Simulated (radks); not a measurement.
The numbers below are computed, except where a source is named.
Problem. Species: neutral mercury. Configuration: [Hg] (the NIST ground configuration). Level of theory: non-relativistic Kohn-Sham, LDA (Slater exchange, Perdew-Wang correlation), spin-polarised, spherical densities, point nucleus; relativity is left out, which matters for an element this heavy (a radial shooting solver on a logarithmic mesh with Libxc functionals). Some entries of the table are withheld. Estimate them.

orbital  occ.  eigenvalue (hartree)  <r> (bohr)  <r^2> (bohr^2)
1s          2             -2755.023     0.01893       0.0004789
2s          2             -461.2787     0.07970        0.007442
2p          6             -443.8487     0.06732             (1)
3s          2             -108.5979      0.2010         0.04599
3p          6                   (2)      0.1913         0.04229
3d         10             -84.84545      0.1669         0.03252
4s          2             -23.22279      0.4416          0.2196
4p          6             -19.63605      0.4451          0.2248
4d         10             -13.01909      0.4517          0.2354
4f         14              -4.11015         (3)             (4)
5s          2              -3.42331      0.9994           1.121
5p          6              -2.26180       1.083           1.328
5d         10              -0.45240       1.461           2.535
6s          2                   (5)       3.075           10.87

Solution. 
(1) 2p <r^2> (bohr^2): 0.005485
(2) 3p eigenvalue (hartree): -100.3280
(3) 4f <r> (bohr): 0.4715
(4) 4f <r^2> (bohr^2): 0.2670
(5) 6s eigenvalue (hartree): -0.20515
